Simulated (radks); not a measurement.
The numbers below are computed, except where a source is named.
Task: Coherent X-ray form factor from a spherical all-electron density. Level of theory: scalar-relativistic Kohn-Sham, PBE, spin-polarised, spherical densities, finite nucleus; Fermi nuclear charge, rms radius of each element as measured or else 0.836 A^(1/3) + 0.57 fm (a radial shooting solver on a logarithmic mesh with Libxc functionals).

| sin(theta)/lambda (1/angstrom) | f0 (electrons) |
|---|---|
| 0.05 | 36.246 |
| 0.1 | 34.433 |
| 0.15 | 32.252 |
| 0.2 | 30.027 |
| 0.25 | 27.872 |
| 0.3 | 25.872 |
| 0.4 | 22.508 |
| 0.5 | 19.877 |
| 0.6 | 17.667 |
| 0.8 | 13.856 |
| 1 | 10.805 |
| 1.25 | 8.237 |
| 1.5 | 6.768 |
| 2 | 5.313 |

The species is in the configuration that NIST lists as its ground one. Which atom or ion scatters so?

Result: The strontium ion Sr+, [Kr] 5s(up 0.75, down 0.25). Extrapolating in s^2 from the first two rows gives f0(0) = 36.9, near the electron count 37; among species with that count, the fall with angle is slower the higher Z, and the table is that of Z = 38; from so few rows the species is fixed only to a neighbour or two.
